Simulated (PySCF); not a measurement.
**Shapes and spin states of ZrHCl**

These are results of PBE0/[Zr def2-TZVP with ECP28, H def2-TZVP, Cl def2-TZVP], scalar-relativistic core potentials, density fitting, no spin–orbit coupling, PySCF, not measurements.

Relaxations began from a few typed shapes and spin states; open shells are unrestricted. The search is not exhaustive: other isomers or separated fragments can lie lower, and high-lying points may rest on an excited occupation.

Q: Order these stationary points by electronic energy, lowest first, in kJ/mol from the lowest minimum.
A. singlet (closed shell, unstable to spin polarisation) C∞v: Zr–Cl 2.336 Å, Zr–H 1.895 Å; Cl–Zr–H 180.0°
B. triplet Cs: Zr–Cl 2.336 Å, Zr–H 1.862 Å; Cl–Zr–H 123.0°
C. singlet (closed shell, unstable to spin polarisation) Cs: Zr–Cl 2.293 Å, Zr–H 1.822 Å; Cl–Zr–H 118.0°
D. broken-symmetry Ms = 0 (⟨S²⟩ 0.94) Cs: Zr–Cl 2.327 Å, Zr–H 1.852 Å; Cl–Zr–H 122.8°
E. triplet Cs: Zr–Cl 2.345 Å, Zr–H 1.872 Å; Cl–Zr–H 129.5°
F. triplet C∞v: Zr–Cl 2.379 Å, Zr–H 1.933 Å; Cl–Zr–H 180.0°

A: B (0.0), E (5.5), D (15.4), F (30.5), C (65.8), A (115.2).

Q: Which of them are minima?

A: By energy in kJ/mol, 0.0: minimum; 5.5: minimum; 15.4: minimum; 30.5: saddle point, 2 imaginary modes; 65.8: minimum of the closed-shell surface only; 115.2: saddle point, 2 imaginary modes.

For the lowest minimum: other spin states or occupations of the open shell can lie lower.

The electron or spin density has lower symmetry than the nuclear frame for the broken-symmetry Ms = 0 (⟨S²⟩ 0.94) Cs at 15.4 kJ/mol.
